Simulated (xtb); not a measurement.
ClI, charge +1, doublet, from a rough starting geometry (a state made from the parent by changing its charge; the spin is typed, not shown lowest); GFN2-xTB (xtb).

The xtb input:
```
$ xtb mol.xyz --gfn 2 --chrg 1 --uhf 1 --opt vtight --json

# file mol.xyz
2

Cl     1.15197856    -0.03160438     0.00602490
I     -1.17176948    -0.03780034     0.01121405
```

Output, abridged:

```
   ID    Z sym.   atoms
    1   17 Cl     1
    2   53 I      2

           -------------------------------------------------
          |                Calculation Setup                |
           -------------------------------------------------

           -------------------------------------------------
          |                 G F N 2 - x T B                 |
           -------------------------------------------------

          ...................................................
          :                      SETUP                      :
          :.................................................:
          :  # basis functions                  20          :
          :  # atomic orbitals                  18          :
          :  # shells                            6          :
          :  # electrons                        13          :
          :  max. iterations                   250          :
          :  Hamiltonian                  GFN2-xTB          :
          :  restarted?                      false          :
          :  GBSA solvation                  false          :
          :  PC potential                    false          :
          :  electronic temp.          300.0000000     K    :
          :  accuracy                    1.0000000          :
          :  -> integral cutoff          0.2500000E+02      :
          :  -> integral neglect         0.1000000E-07      :
          :  -> SCF convergence          0.1000000E-05 Eh   :
          :  -> wf. convergence          0.1000000E-03 e    :
          :  Broyden damping             0.4000000          :
          :  net charge                          1          :
          :  unpaired electrons                  1          :
          ...................................................

 iter      E             dE          RMSdq      gap      omega  full diag
   1     -7.2588879 -0.725889E+01  0.187E+01    2.07       0.0  T
   2     -7.4901970 -0.231309E+00  0.297E+01    2.36       1.0  T
   3     -7.6954784 -0.205281E+00  0.127E+01    2.80       1.0  T
   4     -7.7699921 -0.745137E-01  0.366E+00    3.02       1.0  T
   5     -7.7972276 -0.272355E-01  0.108E+00    3.06       1.0  T
   6     -7.7977847 -0.557169E-03  0.639E-01    3.07       1.0  T
   7     -7.7981188 -0.334024E-03  0.503E-01    3.08       1.0  T
   8     -7.7985068 -0.388097E-03  0.293E-01    3.09       1.0  T
   9     -7.7984730  0.338046E-04  0.297E-01    3.10       1.0  T
  10     -7.7986095 -0.136441E-03  0.823E-03    3.10       8.6  T
  11     -7.7986094  0.622758E-07  0.736E-03    3.10       9.6  T
  12     -7.7986096 -0.129666E-06  0.143E-03    3.10      49.5  T
  13     -7.7986096 -0.262017E-08  0.631E-04    3.10     112.1  T
  14     -7.7986096 -0.504308E-09  0.413E-05    3.10    1714.0  T

   *** convergence criteria satisfied after 14 iterations ***

         :::::::::::::::::::::::::::::::::::::::::::::::::::::
         ::                     SUMMARY                     ::
         :::::::::::::::::::::::::::::::::::::::::::::::::::::
         :: total energy              -7.796448725745 Eh    ::
         :: gradient norm              0.032317265502 Eh/a0 ::
         :: HOMO-LUMO gap              3.096894529135 eV    ::
         ::.................................................::
         :: SCC energy                -7.798609555313 Eh    ::
         :: -> isotropic ES            0.141742249823 Eh    ::
         :: -> anisotropic ES         -0.000030361024 Eh    ::
         :: -> anisotropic XC         -0.001560181249 Eh    ::
         :: -> dispersion             -0.000899597470 Eh    ::
         :: repulsion energy           0.002160829569 Eh    ::
         :: add. restraining           0.000000000000 Eh    ::
         :: total charge               1.000000000000 e     ::
         :::::::::::::::::::::::::::::::::::::::::::::::::::::

      -----------------------------------------------------------
[...]
 * total energy  :    -7.7964487 Eh     change       -0.1725731E-11 Eh
 * total energy  :    -7.7908084 Eh     change        0.5640371E-02 Eh
 * total energy  :    -7.7984178 Eh     change       -0.7609402E-02 Eh
 * total energy  :    -7.7985305 Eh     change       -0.1127270E-03 Eh
 * total energy  :    -7.7985432 Eh     change       -0.1267305E-04 Eh
 * total energy  :    -7.7985432 Eh     change       -0.2434409E-07 Eh
   *** GEOMETRY OPTIMIZATION CONVERGED AFTER 6 ITERATIONS ***
         :: total energy              -7.798543180790 Eh    ::
[...]
         :: -> anisotropic XC         -0.001431932784 Eh    ::
         :: -> dispersion             -0.000900882546 Eh    ::
         :: repulsion energy           0.004410808324 Eh    ::
         :: add. restraining           0.000000000000 Eh    ::
         :: total charge               1.000000000000 e     ::
         :::::::::::::::::::::::::::::::::::::::::::::::::::::

           -------------------------------------------------
          |                Property Printout                |
           -------------------------------------------------

    * Orbital Energies and Occupations

         #    Occupation            Energy/Eh            Energy/eV
      -------------------------------------------------------------
         1        2.0000           -1.3281139             -36.1398
         2        2.0000           -1.0447822             -28.4300
         3        2.0000           -0.8252795             -22.4570
         4        2.0000           -0.7853676             -21.3709
         5        2.0000           -0.7853675             -21.3709
         6        1.5000           -0.7181200             -19.5410
         7        1.5000           -0.7181200             -19.5410 (HOMO)
         8                         -0.5880878             -16.0027 (LUMO)
         9                         -0.3312011              -9.0124
        10                         -0.3312011              -9.0124
        11                         -0.3030070              -8.2452
        12                         -0.3030070              -8.2452
        13                         -0.2929176              -7.9707
        14                         -0.2929176              -7.9707
        15                         -0.2801629              -7.6236
        16                         -0.2723026              -7.4097
        17                         -0.2723026              -7.4097
        18                          0.2548341               6.9344
      -------------------------------------------------------------
                  HL-Gap            0.1300322 Eh            3.5384 eV
             Fermi-level           -0.6856119 Eh          -18.6564 eV

     #   Z          covCN         q      C6AA      α(0)
     1  17 Cl       0.907     0.470    86.196    14.204
     2  53 I        0.907     0.530   335.412    31.616

 Mol. C6AA /au·bohr⁶  :        759.825363
 Mol. C8AA /au·bohr⁸  :      55341.340175
 Mol. α(0) /au        :         45.819030

Wiberg/Mayer (AO) data.
largest (>0.10) Wiberg bond orders for each atom

 ---------------------------------------------------------------------------
     #   Z sym  total        # sym  WBO       # sym  WBO       # sym  WBO
 ---------------------------------------------------------------------------
     1  17 Cl   1.531 --     2 I    1.531
     2  53 I    1.531 --     1 Cl   1.531
 ---------------------------------------------------------------------------

Topologies differ in total number of bonds
Writing topology from bond orders to xtbtopo.mol

molecular dipole:
                 x           y           z       tot (Debye)
 q only:       -0.146      -0.066       0.017
   full:        0.401      -0.064       0.015       1.033
molecular quadrupole (traceless):
                xx          xy          yy          xz          yz          zz
 q only:        4.456       0.032      -2.225      -0.018      -0.002      -2.231
  q+dip:        4.055      -0.023      -2.024      -0.004      -0.002      -2.030
   full:        4.896      -0.020      -2.445      -0.007      -0.002      -2.451

optimized geometry written to: xtbopt.xyz

           -------------------------------------------------
          | TOTAL ENERGY               -7.798543180790 Eh   |
          | GRADIENT NORM               0.000077267370 Eh/α |
          | HOMO-LUMO GAP               3.538355677275 eV   |
           -------------------------------------------------

normal termination of xtb
```
